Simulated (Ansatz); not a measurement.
**Ligand exchange: InH(CH3)Cl + Sn(CH3)Cl3 → InHCl2 + Sn(CH3)2Cl2**

Species: InH(CH3)Cl, singlet; Sn(CH3)Cl3 (methyltin trichloride), singlet; InHCl2 `[Cl][InH][Cl]`, singlet; Sn(CH3)2Cl2 (dimethyltin dichloride), singlet. The partners trade CH3 for Cl: In–CH3 and Sn–Cl bonds give way to In–Cl and Sn–CH3.

Shapes, held fixed at every level: PBE0-D4/def2-TZVP. Programs: Ansatz 0.2.0. The zero-point and thermal change to 298 K, harmonic and unscaled (PBE0-D4/def2-TZVP), is +0.8 kJ/mol.

```
                level                    kind  ΔH(298 K) (kJ/mol)  less CCSD(T)/def2-TZVPP
 r2SCAN-D4/def2-TZVPP                meta-GGA               -33.5                     +3.1
   PBE0-D4/def2-TZVPP           global hybrid               -33.9                     +2.7
r2SCAN0-D4/def2-TZVPP           global hybrid               -36.0                     +0.6
   wB97X-V/def2-TZVPP  range-separated hybrid               -35.9                     +0.7
         MP2/def2-SVP     perturbation theory               -39.2                     -2.6
      CCSD/def2-TZVPP   coupled cluster or CI               -37.6                     -1.0
   CCSD(T)/def2-TZVPP   coupled cluster or CI               -36.6                      0.0
```

The highest level, CCSD(T)/def2-TZVPP, gives ΔH(298 K) = -36.6 kJ/mol; the levels span -39.2 to -33.5. The column of differences is taken from that level and isn't an error. No measured value is set beside it here. For atoms past krypton def2 sets carry core potentials with scalar relativity. Correlated rows may include outer-core shells of In, Sn, which these sets cover unevenly.
